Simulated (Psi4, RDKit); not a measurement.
Relaxed torsion scan: B2F4, SMILES FB(F)B(F)F. Scanned: dihedral F1–B2–B4–F5; all other coordinates were relaxed at B3LYP-D3(BJ)/def2-SVP. Points at φ and −φ are mirror images. Heavy atoms are numbered in the order of the SMILES FB(F)B(F)F, hydrogens after them in the order of the atoms that carry them; the mirror image has the same energies with the sign of each dihedral reversed.

B3LYP/def2-TZVP // B3LYP-D3(BJ)/def2-SVP (Psi4); UFF // B3LYP-D3(BJ)/def2-SVP (RDKit); M06-2X/def2-TZVP // B3LYP-D3(BJ)/def2-SVP (Psi4).

Energies in kcal/mol, each method relative to its own lowest point.

```
φ / °  B3LYP/def2-TZVP  UFF  M06-2X/def2-TZVP
-----  ---------------  ---  ----------------
-165               0.1  0.0               0.0
-135               0.1  4.0               0.1
-105               0.0  8.1               0.3
-75                0.0  8.1               0.3
-45                0.1  4.0               0.1
-15                0.1  0.0               0.0
15                 0.1  0.0               0.0
45                 0.1  4.0               0.1
75                 0.0  8.1               0.3
105                0.0  8.1               0.3
135                0.1  4.0               0.1
165                0.1  0.0               0.0
```
